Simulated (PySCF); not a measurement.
Two species compared at the same levels of theory.

First species: C4H6FNSi.
SMILES: `Fc1cccn1[SiH3]`

Second species: C5H9P.
InChI=1S/C5H9P/c1-3-5-6-4-2/h4-5H,2-3H2,1H3

Levels: B3LYP/def2-SVPD for dipole moment, HOMO energy, LUMO energy, HOMO–LUMO gap, static isotropic polarisability and electronic spatial extent ⟨r²⟩ about the centre of nuclear charge; TDDFT B3LYP/def2-SVPD for lowest singlet excitation; TDA B3LYP/def2-SVPD for lowest triplet excitation (Tamm–Dancoff); GFN2-xTB for rotational constant A and rotational constant C. Geometries: GFN2-xTB. Each species is one conformer at its optimised geometry, gas phase, non-relativistic unless stated. Electronic properties by PySCF.

Dipoles, sizes and rotational constants follow the conformer. The torsions of the flexible species, by atom-mapped SMILES:
- `[CH2:1]=[CH:2]/[P:3]=[CH:4]/[CH2:5][CH3:6]`: C1–C2–P3–C4 180°, P3–C4–C5–C6 120°

(1) Which has the higher ⟨r²⟩?

(2) Which of the two has the higher rotational constant C, and by how much?

(3) Which of the two has the higher HOMO–LUMO gap, and by how much?

(4) Which has the higher HOMO energy?

(5) Which has the higher dipole moment?

(6) Which has the higher LUMO energy?

(7) Which has the higher rotational constant A?

(8) Which has the higher T1 energy?

Results:

(1) The second: 1097 bohr² against 860 bohr², a difference of 237 bohr².

(2) The first: 1.351 GHz against 1.108 GHz, a difference of 0.243 GHz.

(3) The first: 5.86 eV against 4.74 eV, a difference of 1.12 eV.

(4) The first: -6.01 eV against -6.46 eV, a difference of 0.45 eV.

(5) The first: 1.68 D against 1.16 D, a difference of 0.52 D.

(6) The first: -0.15 eV against -1.72 eV, a difference of 1.57 eV.

(7) The second: 10.766 GHz against 3.651 GHz, a difference of 7.115 GHz.

(8) The first: 4.25 eV against 2.60 eV, a difference of 1.65 eV.

On the first: In atomic units the dipole is 0.66 e·bohr (1 au = 2.5417 D). The vertical singlet–triplet gap S1 − T1 is 0.77 eV (TDDFT singlet less Tamm–Dancoff triplet).

On the second: The principal polarisabilities are 64.8, 76.7 and 146.6 au; their mean is the isotropic value. In wavenumbers S1 is 36800 cm⁻¹ (1 eV = 8065.54 cm⁻¹).
